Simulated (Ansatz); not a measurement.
Cartesian coordinates in Å:
```
F 0.5086 0.7206 0.0257
Cu -0.5086 -0.7206 -0.0257
```

Total charge 0; spin multiplicity 1.

Question: List the r2SCAN/def2-TZVPP orbital energies in eV (Ansatz). (An estimate is asked.)

Answer: The calculation gave: Occupied: -8775.83, -1052.06, -920.85, -920.85, -920.83, -663.69, -116.31, -75.03, -74.87, -74.87, -27.74, -9.48, -8.31, -8.31, -6.61, -6.61, -6.13, -6.13, -6.01. Lowest empty: -3.73, 0.50, 0.50, 2.39, 3.18, 5.00, 5.00, 5.67.
